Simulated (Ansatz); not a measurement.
Computed with Ansatz on PBE0-D4/def2-TZVP structures; ΔE is electronic, products minus reactants. CCSD(T)/CBS adds triple-zeta CCSD(T) − MP2 to the extrapolated MP2 energy (def2 sets, frozen cores). This one scheme is used for every species. DFT in def2-TZVPP. HSE06 is defined as in plane-wave codes. For Zn outer-core shells are correlated without core-valence functions, which leaves a few kJ/mol of doubt a bond. Scalar relativity is left out up to krypton. One conformer a species, not always the lowest.

Reaction (redistribution): `FC(F)(F)C1=CC(C(F)(F)F)=[O+][Zn-]([Cl])[O]1` + `[OH][Al]([OH])[Cl]` → `[Cl][Zn][Cl]` + `[OH][Al-]1([OH])[O]C(C(F)(F)F)=CC(C(F)(F)F)=[O+]1`

**Question.** Is it downhill or uphill in electronic energy at CCSD(T)/CBS, and by how much? (An estimate is asked.)

**Answer.** The calculation gave: Downhill: ΔE = -0.85 eV.

**Question.** What do these levels give: revPBE-D4, r2SCANh-D4, CAM-B3LYP-D4, ωB97X-V, ωB97M-V, B2PLYP, PBE-QIDH, r2SCANh, HSE06, BHLYP, CCSD(T)/def2-TZVPP, HF/CBS(def2)? (An estimate is asked.)

**Answer.** Computed: revPBE-D4 -0.87, r2SCANh-D4 -0.91, CAM-B3LYP-D4 -0.93, ωB97X-V -0.89, ωB97M-V -0.91, B2PLYP -0.87, PBE-QIDH -0.87, r2SCANh -0.90, HSE06 -0.90, BHLYP -0.93, CCSD(T)/def2-TZVPP -0.82, HF/CBS(def2) -0.91 eV.

Largest T1 diagnostic among the species: 0.015.

In def2-TZVPP, CCSD(T) changes the Hartree–Fock value by +0.08 eV (the triples alone add +0.02 eV) and MP2 by +0.07 eV. At CCSD(T), def2-SVP lies +0.27 eV from the extrapolated value and def2-TZVPP +0.03 eV. Leaving LDA and LC-ωPBE aside and taking each functional with its dispersion term where it has one, the values, not all of them listed here, spread over 0.08 eV, from BHLYP-D4 to PBE-QIDH. LDA lies −0.05 eV from PBE without D4.
